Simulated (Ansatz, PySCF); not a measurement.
Gas-phase reaction (SMILES): C[Si](C)(C)O [hydroxy(trimethyl)silane] + Cl (HCl) → C[Si](C)(C)Cl [chloro(trimethyl)silane] + O (H2O); hydrogen chloride cleaves one Si-O bond, a model of a ligand-exchange step.

Structures are relaxed separately at B3LYP-D3(BJ)/def2-TZVP in Ansatz (a first-principles code), one conformer each, not searched for the lowest. Valence correlation only, unless marked. Spin-orbit coupling is left out. No relativistic terms. CBS(X,Y): correlation extrapolated as X^-3; Hartree-Fock from the larger set. Thermal terms are rigid-rotor harmonic-oscillator values from B3LYP-D3(BJ) frequencies (Ansatz or PySCF) at 298.15 K and 1 atm. 1 Eh = 627.5095 kcal/mol.

```tsv
species	E, CCSD(T)/CBS(cc-pV(T+d)Z,cc-pV(Q+d)Z) (Ansatz) (Eh)	E, PBE0-D4/def2-TZVPD (Ansatz + dftd4) (Eh)	H - E (Eh)
C[Si](C)(C)O	-484.51204	-484.88814	0.13401
Cl (HCl)	-460.37849	-460.66608	0.01000
C[Si](C)(C)Cl	-868.52181	-869.18156	0.12176
O (H2O)	-76.37426	-76.38102	0.02495
```

Work out ΔE and ΔH at 298.15 K at the first level, then ΔH at the second.


1. ΔE = [(-868.52181) + (-76.37426)] - [(-484.51204) + (-460.37849)] = -0.00554 Eh = -3.5 kcal/mol at CCSD(T)/CBS(cc-pV(T+d)Z,cc-pV(Q+d)Z).
2. The terms H - E add up to 0.00270 Eh, so ΔH = (-0.00554 + (0.00270))×627.5095 = -1.8 kcal/mol.
3. At PBE0-D4/def2-TZVPD the same steps give ΔE = -5.2 and ΔH = -3.6 kcal/mol, a shift of -1.8 from the first level.
4. These values are not checked against measurement here, since the tables used lack a sound gas-phase enthalpy of formation for at least one species.
